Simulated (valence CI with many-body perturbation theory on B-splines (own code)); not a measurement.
# Tc38+: electric-dipole lines

Computed by valence CI with perturbative core correlation (CI+MBPT): three valence electrons over a frozen Dirac-Fock core [He], a basis of 11 s, 11 p, 10 d, 8 f, 5 g, 2 h functions for each j, with the one-electron correlation potential Σ1 (screened to all orders), the two-electron term Σ2, the three-electron term Σ3, Breit, model QED; selected single and double excitations, second order for the rest, scaled by the run's own slope (own B-spline code, finite nucleus).

No measured spectrum was set against this ion. As an estimate, large intervals hold to a few tenths of a per cent, small ones and those within an open d or f shell to about a per cent.

Lines 51 to 100 of 563 in falling wavelength, among levels below 4536.4 eV, chosen from the strongest by gf and those to the six lowest levels. Wavelengths and rates use the calculated energies. Electric multipoles are in the length gauge, E1 and E2 with the static RPA response of the core. Weak lines are less certain than strong ones. Lines between different terms over intervals too small for the method are left out, as are lines whose strength nearly cancels. The highest levels of a list are the least certain.

Levels are named by their leading jj configuration (3d3/2^4 stands for four electrons in 3d with j = 3/2), which in mixed levels can hold well under half, so a name can repeat and another be missing. Letters in brackets count levels of one name in rising energy.

| λ vac (nm) | Upper | Lower | A (s⁻¹) | S (a.u.) |
| --- | --- | --- | --- | --- |
| 36.87 | (2s 2p3/2 4p3/2) J=1/2 [a] | (2s 2p3/2 4s) J=3/2 [a] | 4.46e+09 | 2.20e-01 |
| 36.48 | (2s 2p3/2 4p3/2) J=3/2 [b] | (2s 2p3/2 4s) J=1/2 | 2.46e+09 | 2.36e-01 |
| 35.68 | (2s 2p1/2 4p3/2) J=3/2 [b] | (2s 2p1/2 4s) J=3/2 | 1.89e+09 | 1.69e-01 |
| 35.55 | (2s 2p3/2 4p3/2) J=1/2 [b] | (2s 2p3/2 4s) J=1/2 | 4.10e+09 | 1.82e-01 |
| 34.19 | (2s 2p3/2 4d5/2) J=7/2 [a] | (2s 2p3/2 4p1/2) J=5/2 | 8.26e+08 | 1.30e-01 |
| 34.01 | (2s 2p3/2 4p3/2) J=5/2 [a] | (2s 2p3/2 4s) J=5/2 | 2.54e+09 | 2.96e-01 |
| 30.89 | (2p1/2 2p3/2 3d5/2) J=7/2 [a] | (2p1/2 2p3/2 3p3/2) J=5/2 [a] | 1.26e+09 | 1.47e-01 |
| 30.73 | (2p3/2^2 3d5/2) J=7/2 | (2p3/2^2 3p3/2) J=5/2 | 1.26e+09 | 1.44e-01 |
| 30.72 | (2s 2p3/2 3d5/2) J=9/2 | (2s 2p3/2 3p3/2) J=7/2 | 1.72e+09 | 2.46e-01 |
| 30.52 | (2p1/2 2p3/2 3d5/2) J=9/2 | (2p1/2 2p3/2 3p3/2) J=7/2 | 2.06e+09 | 2.88e-01 |
| 29.98 | (2p3/2^2 3d5/2) J=9/2 | (2p3/2^2 3p3/2) J=7/2 | 2.05e+09 | 2.73e-01 |
| 29.59 | (2p1/2^2 3d5/2) J=5/2 | (2p1/2^2 3p3/2) J=3/2 | 1.79e+09 | 1.37e-01 |
| 29.50 | (2s 2p1/2 3d5/2) J=7/2 | (2s 2p1/2 3p3/2) J=5/2 | 1.95e+09 | 1.98e-01 |
| 28.80 | (2p3/2^2 3d5/2) J=5/2 [b] | (2p3/2^2 3p3/2) J=3/2 [b] | 2.26e+09 | 1.59e-01 |
| 28.75 | (2p1/2 2p3/2 3d5/2) J=7/2 [b] | (2p1/2 2p3/2 3p3/2) J=5/2 [b] | 2.07e+09 | 1.94e-01 |
| 27.29 | (2s 2p3/2 3d5/2) J=7/2 [b] | (2s 2p3/2 3p3/2) J=5/2 [b] | 2.15e+09 | 1.73e-01 |
| 25.40 | (2s^2 3d5/2) J=5/2 | (2s^2 3p3/2) J=3/2 | 2.52e+09 | 1.22e-01 |
| 25.03 | (2s 2p1/2 3d5/2) J=5/2 [b] | (2s 2p1/2 3p3/2) J=3/2 [b] | 2.77e+09 | 1.29e-01 |
| 24.79 | (2s 2p3/2 3d5/2) J=7/2 [a] | (2s 2p3/2 3p3/2) J=5/2 [a] | 2.47e+09 | 1.49e-01 |
| 19.69 | (2p3/2^2 3p3/2) J=5/2 | (2p3/2^2 3s) J=3/2 | 4.10e+09 | 9.26e-02 |
| 19.16 | (2s 2p3/2 3p3/2) J=3/2 | (2s 2p3/2 3s) J=3/2 [a] | 5.30e+09 | 7.36e-02 |
| 18.64 | (2p1/2 2p3/2 3d3/2) J=5/2 | (2p1/2 2p3/2 3p1/2) J=3/2 [a] | 5.19e+09 | 9.95e-02 |
| 18.57 | (2p3/2^2 3p3/2) J=7/2 | (2p3/2^2 3s) J=5/2 | 7.46e+09 | 1.89e-01 |
| 18.45 | (2s 2p3/2 3d3/2) J=7/2 | (2s 2p3/2 3p1/2) J=5/2 | 4.75e+09 | 1.18e-01 |
| 18.45 | (2p1/2 2p3/2 3p3/2) J=7/2 | (2p1/2 2p3/2 3s) J=5/2 | 1.12e+10 | 2.78e-01 |
| 18.40 | (2p1/2 2p3/2 3d3/2) J=7/2 | (2p1/2 2p3/2 3p1/2) J=5/2 | 2.98e+09 | 7.33e-02 |
| 18.24 | (2p1/2 2p3/2 3p3/2) J=5/2 [a] | (2p1/2 2p3/2 3s) J=3/2 [b] | 5.55e+09 | 9.97e-02 |
| 18.04 | (2s 2p3/2 3d3/2) J=5/2 [b] | (2s 2p3/2 3p1/2) J=3/2 [b] | 4.17e+09 | 7.24e-02 |
| 18.03 | (2s 2p1/2 3d3/2) J=5/2 | (2s 2p1/2 3p1/2) J=3/2 | 5.27e+09 | 9.15e-02 |
| 17.82 | (2p3/2^2 3d3/2) J=7/2 | (2p3/2^2 3p1/2) J=5/2 | 7.66e+09 | 1.71e-01 |
| 17.50 | (2p3/2^2 3d3/2) J=3/2 [b] | (2p3/2^2 3p1/2) J=1/2 | 8.28e+09 | 8.77e-02 |
| 17.47 | (2s 2p1/2 3d3/2) J=3/2 [a] | (2s 2p1/2 3p1/2) J=1/2 [a] | 7.23e+09 | 7.62e-02 |
| 17.44 | (2s 2p1/2 3p3/2) J=3/2 [b] | (2s 2p1/2 3s) J=1/2 [b] | 6.61e+09 | 6.92e-02 |
| 17.38 | (2s 2p3/2 3p3/2) J=5/2 [b] | (2s 2p3/2 3s) J=3/2 [b] | 7.76e+09 | 1.21e-01 |
| 16.91 | (2s 2p3/2 3p3/2) J=7/2 | (2s 2p3/2 3s) J=5/2 | 9.35e+09 | 1.79e-01 |
| 16.54 | (2p1/2^2 3p3/2) J=3/2 | (2p1/2^2 3s) J=1/2 | 1.60e+10 | 1.43e-01 |
| 16.53 | (2p3/2^2 3p3/2) J=3/2 [b] | (2p3/2^2 3s) J=1/2 | 1.43e+10 | 1.27e-01 |
| 16.38 | (2p1/2 2p3/2 3p3/2) J=5/2 [a] | (2p1/2 2p3/2 3s) J=3/2 [a] | 6.51e+09 | 8.48e-02 |
| 16.37 | (2s 2p3/2 3p3/2) J=5/2 [a] | (2s 2p3/2 3s) J=3/2 [a] | 7.09e+09 | 9.22e-02 |
| 16.10 | (2p1/2 2p3/2 3p3/2) J=5/2 [b] | (2p1/2 2p3/2 3s) J=3/2 [c] | 1.16e+10 | 1.43e-01 |
| 15.92 | (2p3/2^2 3p3/2) J=7/2 | (2p1/2 2p3/2 3d5/2) J=5/2 [c] | 5.06e+09 | 8.06e-02 |
| 15.91 | (2s^2 3p3/2) J=3/2 | (2s^2 3s) J=1/2 | 1.09e+10 | 8.64e-02 |
| 15.74 | (2s 2p1/2 3p3/2) J=5/2 | (2s 2p1/2 3s) J=3/2 | 1.66e+10 | 1.92e-01 |
| 15.29 | (2p1/2 2p3/2 3p3/2) J=5/2 [b] | (2p1/2 2p3/2 3s) J=5/2 | 5.95e+09 | 6.30e-02 |
| 15.20 | (2s 2p1/2 3p3/2) J=3/2 [a] | (2s 2p1/2 3s) J=1/2 [a] | 1.61e+10 | 1.12e-01 |
| 15.06 | (2s 2p3/2 3p3/2) J=7/2 | (2s 2p1/2 3d5/2) J=5/2 [a] | 4.76e+09 | 6.43e-02 |
| 14.10 | (2s 2p3/2 3p3/2) J=5/2 [a] | (2s 2p3/2 3s) J=5/2 | 6.41e+09 | 5.33e-02 |
| 14.05 | (2p1/2 2p3/2 3p3/2) J=3/2 [b] | (2p1/2 2p3/2 3s) J=3/2 [b] | 1.10e+10 | 6.01e-02 |
| 13.56 | (2p3/2^2 3p3/2) J=3/2 [a] | (2p3/2^2 3s) J=3/2 | 2.23e+10 | 1.10e-01 |
| 12.86 | (2p1/2 2p3/2 3s) J=5/2 | (2s 2p3/2 3s) J=3/2 [b] | 8.67e+09 | 5.46e-02 |
